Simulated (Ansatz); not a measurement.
H$_{3}$O$_{3}$Si (SMILES O[Si](O)O), doublet, at a GFN2-xTB geometry; PBE0/6-31G* (Ansatz, an electronic-structure program).

The Ansatz input:
Ansatz 0.2 input:
```yaml
crystal:
  periodic: [false, false, false]
  atoms:
    - {symbol: O, position_ang: [-0.84317475, -0.87603590, -0.91455838]}
    - {symbol: Si, position_ang: [-0.16941596, -0.08038194, 0.34291190]}
    - {symbol: O, position_ang: [-0.28508537, 1.51773913, -0.03316397]}
    - {symbol: O, position_ang: [1.37066024, -0.57947772, 0.49097699]}
    - {symbol: H, position_ang: [-1.58178239, -0.47345656, -1.36288875]}
    - {symbol: H, position_ang: [0.23413609, 2.15205276, 0.45211068]}
    - {symbol: H, position_ang: [1.78026866, -1.05105329, -0.23602572]}
basis:
  gaussian:
    orbitals: 6-31G*
hamiltonian:
  xc: pbe0
magnetization: {spin_polarized: true, initial_magnetization: 1}
accuracy: high
```

Output, abridged:

```
Functional definition: PBE0
1462 factors; integrals over basis functions are off by at most 3.6e-9 eV
mean field evaluation 1: about -14049.2188 eV, gradient 5.3e1 eV
mean field evaluation 2: about -14039.1033 eV, gradient 7.5e1 eV
mean field evaluation 4: about -14058.6584 eV, gradient 1.5e0 eV
mean field evaluation 8: about -14058.8198 eV, gradient 8.7e-2 eV
mean field evaluation 16: about -14058.8198 eV, gradient 5.7e-5 eV
mean field -14058.81984512 eV, -516.6520998977 hartree, gradient 3.4e-8 eV, S^2 0.751441; 0 other end points of the search recorded, 0 dependent functions left out
reference -14058.81984745 eV, -516.6520999835 hartree; 21, 20 occupied and 49, 50 virtual orbitals, 1462 factors
Total energy: -14058.81984745 eV, -516.6520999835 hartree
```
